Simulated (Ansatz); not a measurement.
Consider the formal exchange of groups at the Si–O bond: `[OH][Sn][O][SiH3]` + `C[SiH2]Br` → `[SiH3]C[SiH2]Br` + `[OH][Sn][OH]`.

Isolated molecules relaxed with PBE0-D4/def2-TZVP in Ansatz; ΔE leaves out vibrations. CBS: MP2 limit from def2 TZ/QZ plus the TZ coupled-cluster correction, frozen cores. DFT in def2-TZVPP. B3LYP here is the variant with VWN-RPA as its local correlation; programs differ in this. def2 core potentials past Kr. For Br, Sn outer-core shells are correlated without core-valence functions, which leaves a few kJ/mol of doubt a bond. Scalar relativity is left out up to krypton. One conformer a species, not always the lowest.

`[OH][Sn][O][SiH3]`:

Cartesian coordinates in Å:
```
O 0.457 0.041 -2.413
Sn 0.496 1.788 -1.501
O 0.075 1.139 0.332
Si -0.244 -0.224 1.163
H 0.259 -0.724 -1.863
H -1.576 -0.138 1.819
H -0.261 -1.419 0.261
H 0.793 -0.461 2.202
```

`C[SiH2]Br`:

```xyz
8

C     0.234    0.755    0.646
Si   -0.181   -0.728   -0.392
Br   -0.500   -0.098   -2.506
H     0.391    0.450    1.685
H    -0.577    1.486    0.618
H     1.146    1.236    0.285
H    -1.434   -1.380    0.060
H     0.921   -1.721   -0.397
```

`[SiH3]C[SiH2]Br`:

Cartesian coordinates in Å:
```
Si 0.652 0.538 1.425
C 0.641 -0.139 -0.326
Si -1.058 -0.380 -1.035
Br -0.926 -1.178 -3.112
H -0.071 -0.389 2.336
H 2.048 0.696 1.912
H -0.022 1.862 1.466
H 1.199 0.545 -0.974
H 1.166 -1.100 -0.339
H -1.835 -1.360 -0.241
H -1.794 0.905 -1.110
```

`[OH][Sn][OH]`:

Z-matrix (Å, degrees):
```
O
Sn 1 1.987
H 1 0.960 2 116.9
O 2 1.966 1 91.9 3 180.0
H 4 0.964 2 111.9 1 0.0
```

```csv
level,ΔE (kJ/mol),difference from CCSD(T)/CBS
PBE-D4,90.4,-12.8
r2SCAN-D4,100.8,-2.4
PBE0-D4,95.4,-7.8
B3LYP-D4,107.8,4.6
ωB97X-V,103.1,-0.1
ωB97M-V,102.5,-0.7
B2PLYP,108.4,5.2
PBE,90.8,-12.4
r2SCAN,101.0,-2.2
PBE0,95.7,-7.5
B3LYP,108.4,5.2
HF/def2-TZVPP,125.6,22.4
MP2/def2-TZVPP,104.7,1.5
SCS-MP2/def2-TZVPP,109.4,6.2
CCSD/def2-TZVPP,106.5,3.3
CCSD(T)/def2-TZVPP,103.6,0.4
HF/def2-QZVPP,127.0,23.8
MP2/def2-QZVPP,104.9,1.7
SCS-MP2/def2-QZVPP,109.5,6.3
HF/CBS(def2),127.2,24.0
MP2/CBS(def2),104.2,1.0
CCSD/CBS(def2),106.1,2.9
CCSD(T)/CBS,103.2,0
```

Largest T1 diagnostic among the species: 0.018.

In def2-TZVPP, CCSD(T) changes the Hartree–Fock value by −22.0 kJ/mol (the triples alone add −2.9 kJ/mol) and MP2 by −20.9 kJ/mol. From PBE to PBE0 (25 % exact exchange), in def2-TZVPP and without D4, ΔE moves by +4.9 kJ/mol.
